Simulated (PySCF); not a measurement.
Predicted microwave data (PBE0/pcSseg-1 in PySCF (dipole) on a GFN2-xTB geometry, gas phase) for one isomer of C4H10F2SSi:

| Item | Value |
| --- | --- |
| Rotational constants | A = 2193, B = 824.9, C = 731.5 MHz |
| Dipole components | \|μa\| = 1.35 D, \|μb\| = 0.15 D, \|μc\| = 0.32 D |
| Inertial defect | -152.20 u·Å² |
| κ | -0.87 |

Question: Which candidate fits, each taken in the one conformer that was computed?
A. `[CH3:1][C@@H:2]([SH:3])[CH2:4][C@@H:5]([F:6])[SiH2:7][F:8]` with C1–C2–S3–H 63°, C1–C2–C4–C5 176°, C2–C4–C5–F6 166°, C4–C5–Si7–F8 65°
B. `[CH3:1][S:2][C:3]([F:4])([F:5])[SiH:6]([CH3:7])[CH3:8]` with C1–S2–C3–F4 -57°, S2–C3–Si6–C7 -60°
C. `[CH3:1][CH2:2][S:3][C@@H:4]([CH3:5])[SiH:6]([F:7])[F:8]` with C1–C2–S3–C4 -159°, C2–S3–C4–C5 -63°, S3–C4–Si6–F7 -90°

Answer: C. It is CCS[C@@H](C)[SiH](F)F, an asymmetric top, point group C1. The candidates at the same level (rigid rotor, commonest isotopes):

```csv
SMILES,A (MHz),B (MHz),C (MHz),μa (D),μb (D),μc (D),Δ (u·Å²),point group,rotor
CCS[C@@H](C)[SiH](F)F,2193,824.9,731.5,1.35,0.15,0.32,-152.20,C1,asymmetric top
CSC(F)(F)[SiH](C)C,2224,963.9,815.7,0.81,0.55,0.23,-131.97,C1,asymmetric top
C[C@@H](S)C[C@@H](F)[SiH2]F,1712,837.1,732.9,0.31,0.68,1.64,-209.40,C1,asymmetric top
```

`CSC(F)(F)[SiH](C)C` has B 17 % too high; `C[C@@H](S)C[C@@H](F)[SiH2]F` has A 22 % too low. No structure here is proved a minimum.
